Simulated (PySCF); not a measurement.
Cl2Hg, SMILES [Cl][Hg][Cl] (CAM-B3LYP/def2-SVP optimised geometry):

```
3

Hg     0.000     0.000     0.000
Cl     2.282     0.000     0.000
Cl    -2.282     0.000     0.000
```

Level of theory: CAM-B3LYP/def2-TZVP, def2 effective core potentials past Kr in PySCF.

Q: What are the frontier orbital energies and the dipole moment?

A: HOMO-2 -10.95 eV, HOMO-1 -10.29 eV, HOMO -10.29 eV, LUMO -1.47 eV, LUMO+1 -0.01 eV; dipole moment 0.00 D.

On the same geometry PBE/def2-TZVP, def2 effective core potentials past Kr in PySCF gives HOMO-2 -8.13 eV, HOMO-1 -7.55 eV, HOMO -7.55 eV, LUMO -3.42 eV, LUMO+1 -1.35 eV; dipole moment 0.00 D.
